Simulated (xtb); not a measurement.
sulfur trioxide (O3S), SMILES O=S(=O)=O. All values are semi-empirical tight-binding results from xtb (GFN2-xTB unless named), good for trends rather than for accurate numbers. Geometry: GFN2-xTB.

Optimised geometry:

```xyz
4

O      1.4178     0.0000     0.0000
S      0.0000     0.0000     0.0000
O     -0.7089    -1.2279     0.0000
O     -0.7089     1.2279     0.0000
```

Computed properties:
```json
{
  "point_group_as_xtb_finds_it": "D3h",
  "orbital_gap": "4.45 eV",
  "zero_point_energy": "7.1 kcal/mol",
  "G − E(el) at 298.15 K (modified RRHO)": "-8.4 kcal/mol",
  "static polarisability (D4 model)": "35.9 bohr³",
  "solvation energy, GFN2-xTB/ALPB(water)": "-3.1 kcal/mol",
  "solvation energy, GFN2-xTB/ALPB(hexane)": "-4.0 kcal/mol"
}
```

Question: Give the atomic charges and the Wiberg bond orders between heavy atoms. (The exact figures need the calculation; the answer reports its results.)

Answer: charges (e) O1 -0.51, S2 1.54, O3 -0.51, O4 -0.51. Bond orders O1–S2 1.63, S2–O3 1.63, S2–O4 1.63.
